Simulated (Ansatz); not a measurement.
Reactions of C2H7NOSi2, SMILES `C[SiH]1N=C[SiH2]O1`.

Gas-phase electronic energies from Ansatz, PBE0-D4/def2-TZVP geometries. CCSD(T)/CBS is the MP2 limit (def2-TZVPP, def2-QZVPP) plus CCSD(T) − MP2 in def2-TZVPP, frozen cores. This one scheme is used for every species, atoms too. For atomizations the MP2-based limit and the directly extrapolated one differ by several kJ/mol either way, and by 10 to 25 for some Ge, Se and Sn compounds, so smaller differences from it don't rank the levels. Functionals use def2-TZVPP. No spin–orbit coupling; open shells (•) take unrestricted orbitals. Spin–orbit coupling would lower the free atoms: a little for C, O, Si. One conformer a species, not always the lowest.

```
                                                                            reaction  r2SCAN-D4 (kJ/mol)  PBE0-D4 (kJ/mol)  ωB97M-V (kJ/mol)  CCSD(T)/CBS(def2) (kJ/mol)
                     `C[SiH]1N=C[SiH2]O1` → `C1=N[SiH2]O[SiH2]1` + `[CH2]` (triplet)                 471               489               494                         490
                                `C[SiH]1N=C[SiH2]O1` → 2 C• + 7 H• + N• + O• + 2 Si•                5096              5080              5114                        5098
`C[SiH]1N=C[SiH2]O1` + `[SiH3]N[SiH2]Cl` → `C[SiH2]N[SiH2]Cl` + `C1=N[SiH2]O[SiH2]1`                   7                 7                 6                           6
                              `C[SiH]1N=C[SiH2]O1` + H₂ → `C1=N[SiH2]O[SiH2]1` + CH₄                 -11               -13               -12                         -13
            `C[SiH]1N=C[SiH2]O1` + `FCS[SiH3]` → `C[SiH2]SCF` + `C1=N[SiH2]O[SiH2]1`                   6                 6                 5                           5
```

Largest T1 diagnostic: 0.014, for `C1=N[SiH2]O[SiH2]1`.
